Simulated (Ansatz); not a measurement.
Harmonic frequencies (cm⁻¹) at PBE0-D4/def2-TZVP from Ansatz: 160, 451, 482, 585, 658, 2015.

(1) Which molecule is it?
A. `[Cl][AlH][Cl]`
B. `N#[C][AlH][Cl]`
C. `[OH][Al]([Cl])[Cl]`
D. `[OH][Al]([F])[F]`

Answers

(1) A.
